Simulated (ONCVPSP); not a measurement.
# Pt: ONCV pseudisation with PW91, scalar-relativistic reference atom.

Input for ONCVPSP 4.0.1:

```
# ATOM AND REFERENCE CONFIGURATION
# atsym  z   nc   nv     iexc    psfile
  Pt 78.00   11    3  -109134      upf
#
#   n    l    f
    1    0    2.00
    2    0    2.00
    2    1    6.00
    3    0    2.00
    3    1    6.00
    3    2   10.00
    4    0    2.00
    4    1    6.00
    4    2   10.00
    5    0    2.00
    5    1    6.00
    4    3   14.00
    5    2    9.00
    6    0    1.00
#
# PSEUDOPOTENTIAL AND OPTIMIZATION
# lmax
    3
#
#   l,   rc,      ep,       ncon, nbas, qcut
    0    2.30    0.00    4    8    2.90
    1    2.25    0.39    4    8    3.70
    2    1.35    0.00    4    9    7.90
    3    0.75    0.00    3    6   19.50
#
# LOCAL POTENTIAL
# lloc, lpopt,  rc(5),   dvloc0
    4    1    0.55    3.00
#
# VANDERBILT-KLEINMAN-BYLANDER PROJECTORs
# l, nproj, debl
    0    2    0.80
    1    2    2.40
    2    2    3.60
    3    3    3.80
#
# MODEL CORE CHARGE
# icmod, fcfact, rcfact
    0    0.00    0.00
#
# LOG DERIVATIVE ANALYSIS
# epsh1, epsh2, depsh
   -4.00    5.00    0.02
#
# OUTPUT GRID
# rlmax, drl
    6.00    0.01
#
# TEST CONFIGURATIONS
# ncnf
    4
# nvcnf
#   n    l    f
    3
    4    3   14.00
    5    2    9.00
    6    0    0.00
#
    3
    4    3   14.00
    5    2    8.00
    6    0    0.00
#
    3
    4    3   14.00
    5    2    7.00
    6    0    0.00
#
    3
    4    3   14.00
    5    2    8.00
    6    0    1.00
#
```

Command:

```bash
oncvpsp.x < Pt.dat > Pt.out
```

The program printed (shortened: citation, most of the input echo, consistency checks and plot data are left out):

```
ONCVPSP  (Optimized Norm-Conservinng Vanderbilt PSeudopotential)
scalar-relativistic version 4.0.1

#   n    l    f        energy (Ha)
    1    0    2.00    -2.8828248E+03
    2    0    2.00    -5.0643319E+02
    2    1    6.00    -4.3885095E+02
    3    0    2.00    -1.1895735E+02
    3    1    6.00    -9.9280863E+01
    3    2   10.00    -7.7958029E+01
    4    0    2.00    -2.5561212E+01
    4    1    6.00    -1.9109595E+01
    4    2   10.00    -1.1279109E+01
    5    0    2.00    -3.7457660E+00
    5    1    6.00    -2.0614200E+00
    4    3   14.00    -2.5791873E+00
    5    2    9.00    -2.2789348E-01
    6    0    1.00    -2.1054581E-01

Reference configufation results
  iterations    28
  all-electron total energy (Ha)   -1.84152799D+04

Begin loop to  construct optimized pseudo wave functions
and semi-local pseudopoentials for all angular momenta

   Wellstate for l =  0  n =  7
     eigenvalue =   0.5895
     asymptotic potential =   1.0895
     half-point radius =  4.7767

Calculating optimized projector #   1

 for l=   0

    Fraction of norm inside rc  0.315209
    Optimizing pswf for qcut=   2.90 a_B^-1,  ecut=   4.20 Ha
    Residual kinetic energy error=  1.12D-03 Ha

    Energy error per electron        Cutoff
         Ha          eV             Ha
         0.01000     0.27211        2.75
         0.00100     0.02721        4.33
         0.00010     0.00272       17.38
         0.00001     0.00027       30.83

Calculating optimized projector #   2

 for l=   0

    Fraction of norm inside rc  0.204457
    Optimizing pswf for qcut=   2.90 a_B^-1,  ecut=   4.20 Ha
    Residual kinetic energy error=  2.29D-03 Ha

    Energy error per electron        Cutoff
         Ha          eV             Ha
         0.01000     0.27211        3.39
         0.00100     0.02721        6.29
         0.00010     0.00272       36.62
         0.00001     0.00027       45.46

   Wellstate for l =  1  n =  7
     eigenvalue =   0.3900
     asymptotic potential =   0.8900
     half-point radius =  7.3716

   Wellstate for l =  1  n =  8
     eigenvalue =   2.7900
     asymptotic potential =   3.2900
     half-point radius =  4.0681

Calculating optimized projector #   1

 for l=   1

    Fraction of norm inside rc  0.101181
    Optimizing pswf for qcut=   3.69 a_B^-1,  ecut=   6.82 Ha
    Residual kinetic energy error=  3.39D-04 Ha

    Energy error per electron        Cutoff
         Ha          eV             Ha
         0.01000     0.27211        1.34
         0.00100     0.02721        3.85
         0.00010     0.00272       32.05
         0.00001     0.00027       41.70

Calculating optimized projector #   2

 for l=   1

    Fraction of norm inside rc  0.144199
    Optimizing pswf for qcut=   3.69 a_B^-1,  ecut=   6.82 Ha
    Residual kinetic energy error=  4.63D-02 Ha

    Energy error per electron        Cutoff
         Ha          eV             Ha
         0.01000     0.27211       30.85
         0.00100     0.02721       52.17
         0.00010     0.00272       64.41
         0.00001     0.00027       90.01

   Wellstate for l =  2  n =  7
     eigenvalue =   3.3721
     asymptotic potential =   3.8721
     half-point radius =  3.0429

Calculating optimized projector #   1

 for l=   2

    Fraction of norm inside rc  0.379119
    Optimizing pswf for qcut=   7.90 a_B^-1,  ecut=  31.20 Ha
    Residual kinetic energy error=  2.92D-05 Ha

    Energy error per electron        Cutoff
         Ha          eV             Ha
         0.01000     0.27211       14.61
         0.00100     0.02721       18.73
         0.00010     0.00272       22.47
         0.00001     0.00027       76.68

Calculating optimized projector #   2

 for l=   2

    Fraction of norm inside rc  0.082479
    Optimizing pswf for qcut=   7.90 a_B^-1,  ecut=  31.20 Ha
    Residual kinetic energy error=  3.66D-05 Ha

    Energy error per electron        Cutoff
         Ha          eV             Ha
         0.01000     0.27211       15.86
         0.00100     0.02721       20.29
         0.00010     0.00272       24.00
         0.00001     0.00027       56.32

   Wellstate for l =  3  n =  5
     eigenvalue =   1.2208
     asymptotic potential =   1.7208
     half-point radius =  3.2114

   Wellstate for l =  3  n =  6
     eigenvalue =   5.0208
     asymptotic potential =   5.5208
     half-point radius =  2.1259

Calculating optimized projector #   1

 for l=   3

    Fraction of norm inside rc  0.851650
    Optimizing pswf for qcut=  19.53 a_B^-1,  ecut= 190.64 Ha
    Residual kinetic energy error=  8.93D-04 Ha

    Energy error per electron        Cutoff
         Ha          eV             Ha
         0.01000     0.27211      168.54
         0.00100     0.02721      189.45
         0.00010     0.00272      430.32

Calculating optimized projector #   2

 for l=   3

    Fraction of norm inside rc  0.014277
    Optimizing pswf for qcut=  19.53 a_B^-1,  ecut= 190.64 Ha
    Residual kinetic energy error=  8.46D-05 Ha

    Energy error per electron        Cutoff
         Ha          eV             Ha
         0.01000     0.27211      139.05
         0.00100     0.02721      167.28
         0.00010     0.00272      189.08
         0.00001     0.00027      320.13

Calculating optimized projector #   3

 for l=   3

    Fraction of norm inside rc  0.037793
    Optimizing pswf for qcut=  19.53 a_B^-1,  ecut= 190.64 Ha
    Residual kinetic energy error=  8.03D-04 Ha

    Energy error per electron        Cutoff
         Ha          eV             Ha
         0.01000     0.27211      163.72
         0.00100     0.02721      188.46
         0.00010     0.00272      260.41
         0.00001     0.00027      481.88

Construct Vanderbilt / Kleinmman-Bylander projectors

B matrix Hermiticity error, ll=   0
   1   2    4.7605E-05

  Orthonormal projector coefficients  1.1204E+01  1.1560E+00

B matrix Hermiticity error, ll=   1
   1   2    1.1345E-04

  Orthonormal projector coefficients  1.4145E+01  1.8353E+00

B matrix Hermiticity error, ll=   2
   1   2   -4.7473E-04

  Orthonormal projector coefficients  1.7570E+01  1.3038E+00

B matrix Hermiticity error, ll=   3
   1   2    8.4235E-04
   1   3   -2.6592E-03
   2   3    2.2621E-04

  Orthonormal projector coefficients -8.2612E+01 -3.0427E+01 -1.1154E+01

Pseudoatom total energy -311.241584

Diagnostic tests using Vanderbilt-Kleinman-Bylander pseudopotentials
  1 or more projectors used as specified by nproj input data

   l    rcore       rmatch      e in        delta e   norm test  slope test

   0   2.3118314   2.3820236  -0.2105458  -0.0000007   1.0000295   1.0007768
   0   2.3118314   2.3820236   0.5894542   0.0000014   1.0001444   1.0001444

   1   2.2571698   2.3257024   0.3900000   0.0000049   1.0000162   1.0000162
   1   2.2571698   2.3257024   2.7900000  -0.0000001   1.0001811   1.0001811

   2   1.3574876   1.3987039  -0.2278935   0.0000088   1.0000920   1.0001141
   2   1.3574876   1.3987039   3.3721065   0.0000068   1.0006314   1.0006314

   3   0.7508199   0.7736164  -2.5791873  -0.0007073   1.0006246   1.0005242
   3   0.7508199   0.7736164   1.2208127   0.0000747   1.0011445   1.0011445
   3   0.7508199   0.7736164   5.0208127   0.0004544   1.0013250   1.0013250

 Testing for bound ghosts
   n   l    E NL Schr. Eq   E Basis Diag.   E Cutoff

       0                      -40.154781     48.74  WARNING - GHOST(-)
       0                       -7.478596     48.74  WARNING - GHOST(-)
   1   0       -0.210546       -0.206239     48.74

       1                      -19.961827     58.94  WARNING - GHOST(-)

   3   2       -0.227885       -0.211366    239.97

   4   3       -2.579895       -2.578216    526.43

 Testing for highly-localized positive-energy ghosts
       l    <radius>/rc     E Basis Diag.   E Cutoff

       1        0.557991        1.365351     58.94  WARNING - GHOST(+)

       2        0.730794        9.892022    239.97  WARNING - GHOST(+)

Test configuration 0

   n   l     f        eae           eps        diff
   1   0  2.0000-2882.82478463
   2   0  2.0000 -506.43318932
   2   1  6.0000 -438.85094807
   3   0  2.0000 -118.95734949
   3   1  6.0000  -99.28086348
   3   2 10.0000  -77.95802908
   4   0  2.0000  -25.56121228
   4   1  6.0000  -19.10959496
   4   2 10.0000  -11.27910885
   5   0  2.0000   -3.74576596
   5   1  6.0000   -2.06142002
   4   3 14.0000   -2.57918732   -2.57989467   -7.07D-04
   5   2  9.0000   -0.22789348   -0.22788463    8.85D-06
   6   0  1.0000   -0.21054581   -0.21054647   -6.57D-07

    Total energies and differences
      AE_ref= -1.84152799D+04  AE_tst= -1.84152799D+04  dif=  0.00D+00
      PS_ref= -3.11241584D+02  PS_tst= -3.11241584D+02  dif= -9.09D-13
      PSP excitation error=  9.09D-13

Test configuration 1

   n   l     f        eae           eps        diff
   1   0  2.0000-2883.12806046
   2   0  2.0000 -506.73363988
   2   1  6.0000 -439.15145871
   3   0  2.0000 -119.25849275
   3   1  6.0000  -99.58201231
   3   2 10.0000  -78.25892248
   4   0  2.0000  -25.86281142
   4   1  6.0000  -19.41117573
   4   2 10.0000  -11.58058588
   5   0  2.0000   -4.04893975
   5   1  6.0000   -2.36648099
   4   3 14.0000   -2.88075124   -2.87024307    1.05D-02
   5   2  9.0000   -0.52839918   -0.52726257    1.14D-03

    Total energies and differences
      AE_ref= -1.84152799D+04  AE_tst= -1.84149391D+04  dif=  3.41D-01
      PS_ref= -3.11241584D+02  PS_tst= -3.10900637D+02  dif=  3.41D-01
      PSP excitation error= -2.01D-04

Test configuration 2

   n   l     f        eae           eps        diff
   1   0  2.0000-2883.60033069
   2   0  2.0000 -507.20726145
   2   1  6.0000 -439.62504835
   3   0  2.0000 -119.73109070
   3   1  6.0000 -100.05460445
   3   2 10.0000  -78.73174797
   4   0  2.0000  -26.33488266
   4   1  6.0000  -19.88322950
   4   2 10.0000  -12.05265585
   5   0  2.0000   -4.51625940
   5   1  6.0000   -2.82743216
   4   3 14.0000   -3.35245149   -3.35009295    2.36D-03
   5   2  8.0000   -0.95390170   -0.95334924    5.52D-04

    Total energies and differences
      AE_ref= -1.84152799D+04  AE_tst= -1.84142026D+04  dif=  1.08D+00
      PS_ref= -3.11241584D+02  PS_tst= -3.10164965D+02  dif=  1.08D+00
      PSP excitation error=  6.90D-04

Test configuration 3

   n   l     f        eae           eps        diff
   1   0  2.0000-2884.13680752
   2   0  2.0000 -507.74555306
   2   1  6.0000 -440.16334644
   3   0  2.0000 -120.26690135
   3   1  6.0000 -100.59040732
   3   2 10.0000  -79.26802508
   4   0  2.0000  -26.86919743
   4   1  6.0000  -20.41744767
   4   2 10.0000  -12.58680810
   5   0  2.0000   -5.04067265
   5   1  6.0000   -3.34213419
   4   3 14.0000   -3.88575207   -3.89727663   -1.15D-02
   5   2  7.0000   -1.42760966   -1.42947573   -1.87D-03

    Total energies and differences
      AE_ref= -1.84152799D+04  AE_tst= -1.84130156D+04  dif=  2.26D+00
      PS_ref= -3.11241584D+02  PS_tst= -3.08977314D+02  dif=  2.26D+00
      PSP excitation error= -5.00D-05

Test configuration 4

   n   l     f        eae           eps        diff
   1   0  2.0000-2883.24322702
   2   0  2.0000 -506.85348558
   2   1  6.0000 -439.27118837
   3   0  2.0000 -119.37699277
   3   1  6.0000  -99.70050084
   3   2 10.0000  -78.37787057
   4   0  2.0000  -25.98055920
   4   1  6.0000  -19.52895558
   4   2 10.0000  -11.69853642
   5   0  2.0000   -4.16203681
   5   1  6.0000   -2.47272556
   4   3 14.0000   -2.99840792   -3.00856314   -1.02D-02
   5   2  8.0000   -0.60894079   -0.61010661   -1.17D-03
   6   0  1.0000   -0.51633372   -0.51535004    9.84D-04

    Total energies and differences
      AE_ref= -1.84152799D+04  AE_tst= -1.84148671D+04  dif=  4.13D-01
      PS_ref= -3.11241584D+02  PS_tst= -3.10828331D+02  dif=  4.13D-01
      PSP excitation error= -4.58D-04
```

Note: ghosts flagged at negative energy: s at -1092.7 eV, s at -203.5 eV, p at -543.2 eV; GHOST(+) flagged for p at 37.2 eV, d at 269.2 eV. A true bound ghost makes a file unfit for plane-wave use.

The run took about 7.3 s on one core of a shared server CPU.
